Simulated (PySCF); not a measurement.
disiloxane (H₆OSi₂), SMILES [SiH3]O[SiH3]. Heavy atoms are numbered as in [SiH3:1][O:2][SiH3:3]. Hydrogens are named by the atom that carries them.

Coordinates come from a B3LYP-D3(BJ)/def2-SVP optimisation.

The numbers are results of PySCF with KT2/pcSseg-1, not measurements.

GIAO shieldings, no solvent; atoms alike by connectivity are averaged. δ = σ(ref) − σ: ²⁹Si against TMS (σ = 361.9 ppm); ¹⁷O against H2O (σ = 330.4 ppm); ¹H against TMS (σ = 31.47 ppm), references at their B3LYP-D3(BJ)/def2-TZVP geometries, non-relativistic.

```json
[
 {"atoms": "Si1 (SiH3)", "nucleus": "²⁹Si", "count": "2", "δ (ppm)": "___"},
 {"atoms": "O2", "nucleus": "¹⁷O", "count": "1", "δ (ppm)": "-6.5"},
 {"atoms": "H on Si1", "nucleus": "¹H", "count": "6", "δ (ppm)": "5.43"}
]
```

Question: What belongs in the gaps? (Estimate from the structure and the level; the computed values follow.)

Answer: 
- Si1 (SiH3), δ (ppm): -32.4
